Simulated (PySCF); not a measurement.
C₂F₄, charge +1, doublet, geometry from GFN2-xTB (a state made from the parent by changing its charge; the spin is typed, not shown lowest). Base run: TPSS/STO-3G (PySCF).

Here is a job for PySCF.
```python
from pyscf import gto, scf, dft

mol = gto.Mole()
mol.atom = '''
    F    -1.35271688    0.00082784    1.12268403
    C    -0.70852094   -0.02613901    0.02292277
    F    -1.41862743   -0.10306927   -1.03302276
    C     0.70852094    0.02613901   -0.02292277
    F     1.35271688   -0.00082784   -1.12268403
    F     1.41862743    0.10306927    1.03302276
'''
mol.basis = 'sto-3g'
mol.charge = 1
mol.spin = 1
mol.verbose = 4
mol.build()

mf = dft.UKS(mol)
mf.xc = 'tpss'
mf.kernel()
mf.analyze()
```

Each row names what was changed in the base input (with any setting that the change needs).

```tsv
change	ΔE vs base (mEh)	SCF cycles	<S^2>
base	0.000	9	0.750
diis_space = 2	0.000	11	0.750
init_guess = mod_huckel	0.000	10	0.750
damp = 0.5; diis_start_cycle = 5	0.000	10	0.750
conv_tol = 1e-12	0.000	10	0.750
diis_space = 20	0.000	9	0.750
init_guess = vsap	0.000	8	0.750
solver = newton; init_guess = 1e	0.000	-	0.750
level_shift = 0.5 (with mf.max_cycle = 100)	0.000	17	0.750
conv_tol_grad = 1e-7	0.000	10	0.750
diis = off; damp = 0.6 (with mf.diis_start_cycle = 200; with mf.max_cycle = 150)	0.000	16	0.750
conv_tol = 1e-4	0.000	5	0.750
diis_space = 4	0.000	9	0.750
```

Open shells are given as the SCF converged; they aren't shown to be the lowest states, and a large step between rows can be another state.
